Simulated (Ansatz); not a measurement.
Geometry optimisation, RKS B3LYP-D4/def2-SVP in Ansatz 0.2.0.

Input file:

```yaml
crystal:
  periodic: [false, false, false]
  atoms:
    - { symbol: Hf, position_ang: [0.0, 0.0, 0.0] }
    - { symbol: F, position_ang: [0.0, 0.0, 2.33] }
    - { symbol: F, position_ang: [1.8671, 0.0, -0.6593] }
    - { symbol: Cl, position_ang: [-1.1869, 2.0563, -0.8392] }
    - { symbol: Cl, position_ang: [-1.1869, -2.0563, -0.8392] }
    - { symbol: Br, position_ang: [-2.847, 0.0, 0.946] }
    - { symbol: H, position_ang: [-1.2875, 0.0, 2.203] }
basis:
  gaussian: { orbitals: def2-SVP }
hamiltonian:
  xc: b3lyp
  dispersion: d4
relax:
  f_tol: 0.15
  max_steps: 25
  restrain:
    - { distance: [0, 5], at: 3.9, k: 30.0 }
    - { distance: [6, 1], at: 2.12, k: 30.0 }
    - { distance: [0, 1], at: 1.98, k: 30.0 }
    - { distance: [6, 5], at: 1.55, k: 30.0 }
output:
  orbitals: {}
```

Run as:

```bash
$ ansatz run input.yaml --threads 4 --pin off --max-ram 5120MiB --backend cpu --events-out ev --progress --plain --runs-dir out
```

Problem. Where does it end, and by what steps?

Solution. The forces met the threshold. The restraints hold the end off the free minimum; the threshold counts their pulls, which the force column leaves out. Restrained pairs: Hf1–Br6 (3.00 → 3.90 Å), F2–H7 (1.29 → 2.12 Å), Hf1–F2 (2.33 → 1.95 Å), Br6–H7 (2.00 → 1.50 Å). After 8 steps the energy has fallen by 2.663 eV (the restraints' own energy left out); Br6 moved furthest, 0.90 Å.

| step | energy less start (eV) | largest force component (eV/Å) | accepted |
| --- | --- | --- | --- |
| 0 | 0.0000 | 2.511 | yes |
| 1 | -0.2053 | 4.780 | yes |
| 2 | -0.8469 | 6.041 | yes |
| 3 | -1.8301 | 4.561 | yes |
| 4 | -2.3107 | 2.389 | yes |
| 5 | -2.5366 | 1.671 | yes |
| 6 | -2.6254 | 1.412 | yes |
| 7 | -2.6659 | 1.306 | yes |
| 8 | -2.6631 | 1.320 | yes |

```xyz
7
Properties=species:S:1:pos:R:3
Hf 0.138 0.000 -0.150
F 0.042 0.000 1.801
F 1.980 0.000 -0.597
Cl -0.785 1.950 -1.073
Cl -0.785 -1.950 -1.073
Br -3.268 0.000 1.744
H -1.964 0.000 2.490
```

Time of the run: 48 s on 4 threads of Intel(R) Xeon(R) Platinum 8259CL CPU @ 2.50GHz (Skylake/Cascade Lake) (shared host), peak memory 0.42 GiB.
